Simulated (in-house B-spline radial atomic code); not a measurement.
Configurations of In VI (In5+), with energies counted from [Kr] (4d3/2)4 (4d5/2)4. Computed with a radial B-spline atomic code at the basis-set limit: Dirac-Hartree-Fock, average of each configuration as written, Fermi nucleus of rms radius 4.6156 fm. Energies include first-order Breit, QED and recoil terms.

Occupations are held fixed; configurations that lie above the ionisation limit could autoionise.

```json
{"configuration": "[Kr] (4d3/2)3 (4d5/2)5", "E - E(ref) (eV)": "1.0748", "highest orbital": "4d5/2", "its <r> (bohr)": "1.076"}
{"configuration": "[Kr] (4d3/2)1 (4d5/2)6 (4f5/2)1", "E - E(ref) (eV)": "58.676", "highest orbital": "4f5/2", "its <r> (bohr)": "2.18"}
{"configuration": "[Kr] (4d3/2)3 (4d5/2)4 (7g9/2)1", "E - E(ref) (eV)": "82.285", "highest orbital": "7g9/2", "its <r> (bohr)": "10.51"}
{"configuration": "[Kr] (4d3/2)3 (4d5/2)4 (8g7/2)1", "E - E(ref) (eV)": "84.637", "highest orbital": "8g7/2", "its <r> (bohr)": "14.24"}
{"configuration": "[Ar] 3d10 4s2 (4p1/2)2 (4p3/2)3 (4d3/2)4 (4d5/2)4 6s1", "E - E(ref) (eV)": "124.27", "highest orbital": "6s1/2", "its <r> (bohr)": "3.668"}
{"configuration": "[Ar] 3d10 4s2 (4p1/2)2 (4p3/2)3 (4d3/2)2 (4d5/2)6 (7g7/2)1", "E - E(ref) (eV)": "152.09", "highest orbital": "7g7/2", "its <r> (bohr)": "10.51"}
```

Task: Order these further configurations by energy, lowest first.
A. [Kr] (4d3/2)4 (4d5/2)3 (8p3/2)1
B. [Kr] (4d3/2)1 (4d5/2)6 (7p1/2)1
C. [Ar] 3d10 4s2 (4p1/2)1 (4p3/2)4 (4d3/2)4 (4d5/2)4 5s1
D. [Kr] (4d3/2)2 (4d5/2)6
E. [Ar] (3d3/2)3 (3d5/2)6 4s2 4p6 (4d3/2)4 (4d5/2)4 (7f5/2)1

Result: D (1.7574 eV), B (74.66 eV), A (77.907 eV), C (102.88 eV), E (522.54 eV).

Task: How far above the reference does [Ar] 3d10 4s2 (4p1/2)1 (4p3/2)4 (4d3/2)3 (4d5/2)6 lie?

Result: 74.164 eV; its least bound orbital is 4d3/2 with <r> = 1.066 bohr.

Task: How far above the reference does [Kr] (4d3/2)2 (4d5/2)5 (6g7/2)1 lie?

Result: 79.555 eV; its least bound orbital is 6g7/2 with <r> = 7.28 bohr.
